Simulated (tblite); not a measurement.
C₅H₇OP.
Numbering: `[CH:1]#[C:2][P@@:3]([CH3:4])(=[O:5])[CH:6]=[CH2:7]` (hydrogens: H8 on C1; H9, H10, H11 on C4; H12 on C6; H13, H14 on C7)

Computed with GFN2-xTB (tblite), gas phase: L-BFGS steps from a force-field or distance-geometry start until the largest atomic force falls under 0.01 eV/Å.

Step 4: E = -565.6582 eV
```
atom  x, y, z in Å  |  force x, y, z in eV/Å
C1     -1.4182    2.5022    0.7216    0.089  -0.201  -0.098
C2     -0.9676    1.4951    0.2453   -0.055   0.117   0.490
P3     -0.3404    0.0490   -0.5562   -0.058   0.019  -0.232
C4     -1.3003   -1.3414    0.1474   -0.031   0.040   0.080
O5     -0.4958    0.2079   -2.0071    0.476  -0.316  -0.006
C6      1.3080   -0.1655    0.2065   -0.101   0.169  -0.026
C7      2.4200   -0.3421   -0.4837   -0.094   0.035   0.021
H8     -1.8137    3.3781    1.1400   -0.048   0.125   0.035
H9     -1.2341   -1.3442    1.2291   -0.038  -0.028   0.100
H10    -2.3314   -1.2050   -0.1633   -0.121  -0.033  -0.013
H11    -0.9315   -2.2885   -0.2446    0.042   0.090  -0.061
H12     1.3275   -0.1178    1.2914   -0.101   0.012  -0.138
H13     2.4024   -0.3900   -1.5594    0.006   0.035  -0.050
H14     3.3744   -0.4383    0.0107    0.033  -0.063  -0.101
```

Step 5: E = -565.6719 eV
```
atom  x, y, z in Å  |  force x, y, z in eV/Å
C1     -1.4182    2.5021    0.7215   -0.073   0.157   0.074
C2     -0.9672    1.4946    0.2554    0.087  -0.238   0.219
P3     -0.3432    0.0510   -0.5608    0.047  -0.060   0.194
C4     -1.3017   -1.3409    0.1493   -0.036   0.062   0.023
O5     -0.4847    0.2005   -2.0087    0.383  -0.235  -0.271
C6      1.3058   -0.1617    0.2050   -0.097   0.144  -0.034
C7      2.4184   -0.3414   -0.4836   -0.060   0.034  -0.013
H8     -1.8140    3.3793    1.1399   -0.028   0.087   0.027
H9     -1.2348   -1.3448    1.2319   -0.040  -0.020   0.054
H10    -2.3339   -1.2056   -0.1637   -0.080  -0.045   0.014
H11    -0.9304   -2.2867   -0.2462    0.026   0.110  -0.040
H12     1.3253   -0.1176    1.2896   -0.106   0.022  -0.127
H13     2.4025   -0.3892   -1.5604   -0.001   0.038  -0.019
H14     3.3754   -0.4397    0.0085   -0.022  -0.056  -0.103
```

Step 6: E = -565.6946 eV
```
atom  x, y, z in Å  |  force x, y, z in eV/Å
C1     -1.4194    2.5047    0.7226   -0.176   0.382   0.184
C2     -0.9650    1.4890    0.2832    0.155  -0.470  -0.146
P3     -0.3477    0.0535   -0.5655    0.188  -0.133   0.313
C4     -1.3063   -1.3386    0.1536   -0.031   0.056  -0.039
O5     -0.4516    0.1788   -2.0193    0.211  -0.109  -0.122
C6      1.3007   -0.1506    0.1982   -0.252   0.088   0.225
C7      2.4114   -0.3388   -0.4826    0.305  -0.019  -0.267
H8     -1.8153    3.3837    1.1403   -0.005   0.046   0.028
H9     -1.2373   -1.3466    1.2393   -0.052  -0.002  -0.079
H10    -2.3406   -1.2081   -0.1640    0.000  -0.056   0.066
H11    -0.9274   -2.2803   -0.2504   -0.013   0.147   0.010
H12     1.3178   -0.1163    1.2841   -0.103   0.050  -0.135
H13     2.4026   -0.3866   -1.5630   -0.033   0.049   0.073
H14     3.3775   -0.4442    0.0014   -0.194  -0.028  -0.110
```

Q: Estimate the geometry and energy of step 7. (The exact step hangs on the optimiser's Hessian estimate; all steps are aligned on step 6, rigid shifts and turns removed.)

A: E = -565.7034 eV, largest force 0.473 eV/Å
```
atom  x, y, z in Å  |  force x, y, z in eV/Å
C1     -1.4207    2.5072    0.7237   -0.071   0.146   0.090
C2     -0.9636    1.4832    0.2991    0.032  -0.225  -0.191
P3     -0.3472    0.0525   -0.5676    0.176  -0.114   0.424
C4     -1.3094   -1.3364    0.1554   -0.014   0.047  -0.059
O5     -0.4288    0.1643   -2.0234    0.117  -0.040  -0.113
C6      1.2945   -0.1429    0.1975    0.198  -0.051  -0.063
C7      2.4114   -0.3375   -0.4861   -0.106   0.052  -0.001
H8     -1.8165    3.3877    1.1414    0.014   0.006   0.020
H9     -1.2397   -1.3477    1.2423   -0.053   0.012  -0.128
H10    -2.3445   -1.2105   -0.1631    0.019  -0.047   0.076
H11    -0.9259   -2.2743   -0.2527   -0.024   0.121   0.021
H12     1.3120   -0.1148    1.2790   -0.087   0.067   0.000
H13     2.4020   -0.3843   -1.5635   -0.049   0.047  -0.016
H14     3.3756   -0.4472   -0.0043   -0.153  -0.020  -0.061
```

The energy changes by -0.0088 eV. The first-order estimate −F·Δx gives -0.0153 eV and the mean of the old and new forces, exact on a quadratic surface, -0.0088 eV. The step makes an angle of 67° with the force vector and moves no atom by more than 0.027 Å.
